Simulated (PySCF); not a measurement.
Si(Br)(OH)(NH2)2 (BrH₅N₂OSi), SMILES [Si](N)(N)(O)Br.

Geometry optimised at PBE0-D3(BJ)/def2-SVP. The structure was generated by enumeration, and PubChem lists no compound with its InChIKey, so it may never have been made. The values are those of a single conformer.

These are CAM-B3LYP/def2-TZVP (PySCF) values and carry that method's errors.

```
Property                                                                                                        Value
---------------------------------------------------------------------------------------------  ----------------------
total energy                                                                                      -3051.72606 hartree
highest occupied level                                                                                       -9.08 eV
lowest empty level                                                                                            1.37 eV
orbital gap                                                                                                  10.45 eV
dipole moment                                                                                                  1.38 D
quadrupole, principal values (traceless, Buckingham form, about the centre of nuclear charge)  -10.78, 3.12, 7.65 D·Å
mean static polarisability                                                                       59.5 bohr³ (8.82 Å³)
polarisability, principal values                                                               53.4, 56.0, 69.2 bohr³
```
